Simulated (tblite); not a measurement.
Species: C₃H₉Cl₂FSi₂.
Numbering: `[F:1][CH:2]([SiH2:3][CH2:4][Cl:5])[SiH2:6][CH2:7][Cl:8]` (hydrogens: H9 on C2; H10, H11 on Si3; H12, H13 on C4; H14, H15 on Si6; H16, H17 on C7)

Computed geometry: GFN2-xTB, gas phase.

Question: Give the optimised bond lengths and angles.

Answer: 
```tsv
bond	length (Å)	order
F1–C2	1.406	single
C2–Si3	1.914	single
Si3–C4, Si6–C7	1.911	single
C4–Cl5, C7–Cl8	1.785	single
C2–Si6	1.926	single
C2–H9	1.095	single
Si3–H10, Si6–H15	1.460	single
Si3–H11, Si6–H14	1.462	single
C4–H12, C7–H16	1.087	single
C4–H13, C7–H17	1.088	single
```

Bonds in one row agree within 0.01 Å and their mean is given. Orders are formal, as drawn. A selection of angles:
```tsv
angle	degrees
F1–C2–Si3	107.0
F1–C2–Si6	106.4
Si3–C2–Si6	119.6
C2–Si3–C4	107.8
Si3–C4–Cl5	108.4
C2–Si6–C7	105.0
Si6–C7–Cl8	108.7
```

Dihedral angles: F1–C2–Si3–C4 -76° (synclinal); C2–Si3–C4–Cl5 -71° (synclinal); F1–C2–Si6–C7 -65° (synclinal); C2–Si6–C7–Cl8 -178° (antiperiplanar). The mirror-image conformer, all signs reversed, is as good.

Of the pairs four or more bonds apart, Cl5···Si6 is among the closest relative to their van der Waals radii: 3.39 Å, 88 % of the sum of Bondi's values. Si3 (SiH2 silicon) is distorted tetrahedral (angles from 107.8° to 113.3°).

Point group: C1 (no symmetry element, even within 0.4 Å). Its GFN2-xTB frequencies are all real (lowest 28 cm⁻¹). One conformer, not necessarily the lowest.

On one thread of an Arm Neoverse N1, on a shared host, this took 3.7 s wall. This is the geometry optimisation.
